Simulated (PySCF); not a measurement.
# Ionisation energy of I²⁺ by level of theory

I²⁺ [Kr] 4d10 5s2 5p3 [5p1/2^2 5p3/2^1, M_J = 3/2] → I³⁺ [Kr] 4d10 5s2 5p2 [5p1/2^2, M_J = 0], as a difference of total energies. Computed with PySCF 2.14 in x2c-TZVPall-2c (8s9p5d2f, 74 functions), with the two-component X2C-1e Hamiltonian. Correlated levels: [Ar] 3d10 frozen; the 6 highest virtual spinors dropped. "Screened" scales the spin-orbit matrix elements by Boettger's factors to mimic the two-electron term; Breit and QED terms are absent.

```
                    method  ionisation energy (eV)
           GHF (spin-free)                  29.888
          GMP2 (spin-free)                  30.424
 GHF (screened spin-orbit)                  29.541
GMP2 (screened spin-orbit)                  29.774
```

The spin-free rows relax to the high-spin LS determinant and lack the spin-orbit shift.

Errors of the correlated levels include the incompleteness of this basis and the frozen core.

The labels give the starting determinants; with spin-orbit coupling the two ends relaxed to ⟨J²⟩ = 3.76, ⟨L²⟩ = 0.15, ⟨S²⟩ = 3.60 and ⟨J²⟩ = 0.00, ⟨L²⟩ = 1.35, ⟨S²⟩ = 1.35.

Task: Which method comes closest to the reference value, and which is furthest?

Result: The reference is 29.57 ± 0.025 eV (measured; NIST Atomic Spectra Database, ionization energies). Closest: GHF (screened spin-orbit) (error -0.029 eV); furthest: GMP2 (spin-free) (error 0.854 eV).
